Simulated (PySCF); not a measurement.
Species: C3H6N2O2Si.
Z-matrix (Å and degrees, PBE0-D3(BJ)/def2-SVP geometry), rows numbered from 1:
```
C 
O   1  1.4212
C   2  1.3058  1  115.24
N   3  1.2955  2  129.44  1    -0.53
N   4  1.3724  3  105.28  2   179.88
C   5  1.2936  4  107.83  3     0.04
Si  6  1.8792  5  127.88  4  -179.21
O   3  1.3330  2  116.86  1   179.44
H   1  1.1000  2  110.49  3   -59.93
H   1  1.0954  2  106.07  3  -179.77
H   1  1.0998  2  110.52  3    60.33
H   7  1.4860  6  106.69  5    -3.49
H   7  1.4912  6  109.43  5  -123.81
H   7  1.4915  6  109.35  5   116.72
```

Computed at PBE0/pcSseg-1 (PySCF, non-relativistic), with Q(17O) = −0.0256 b, Q(14N) = 0.02044 b: O2, 17O (I = 5/2): χzz = -11.20 MHz, η = 0.649; N4, 14N (I = 1): χzz = -4.283 MHz, η = 0.744; N5, 14N (I = 1): χzz = -5.583 MHz, η = 0.139; O8, 17O (I = 5/2): χzz = -8.525 MHz, η = 0.181.

(1) Where would the pure quadrupole (NQR) lines of 17O at O2 fall for the rigid, isolated species?

(2) Where would the pure quadrupole (NQR) lines of 14N at N4 fall for the rigid, isolated species?

(3) Find the zero-field quadrupole resonance frequencies of 14N at N5.

(4) Find the zero-field quadrupole resonance frequencies of 17O at O8.

## Answers

(1) From the eigenvalues of H = χ/[4I(2I − 1)] × [3Iz² − I(I + 1) + η(Ix² − Iy²)], steps between neighbouring levels, labelled as for η = 0: ±1/2↔±3/2 2.320 MHz, ±3/2↔±5/2 3.140 MHz (aryl ether oxygen).

(2) From ν± = (3/4)|χ|(1 ± η/3) and ν0 = |χ|η/2: ν+ 4.009 MHz, ν− 2.416 MHz, ν0 1.593 MHz (pyridine-type nitrogen).

(3) From ν± = (3/4)|χ|(1 ± η/3) and ν0 = |χ|η/2: ν+ 4.381 MHz, ν− 3.993 MHz, ν0 0.388 MHz (pyridine-type nitrogen).

(4) From the eigenvalues of H = χ/[4I(2I − 1)] × [3Iz² − I(I + 1) + η(Ix² − Iy²)], steps between neighbouring levels, labelled as for η = 0: ±1/2↔±3/2 1.324 MHz, ±3/2↔±5/2 2.541 MHz (furan-type oxygen).

In a crystal, neighbours and librations shift these lines. With a basis this small, the couplings can be 20 % off.

The run behind these numbers computed NMR shieldings as well. On one thread, Arm Neoverse V2 (aarch64), shared host, this took 25 s wall (grids of density and orbitals included) and 0.80 GiB of memory at its peak.

One conformer stands for the species.
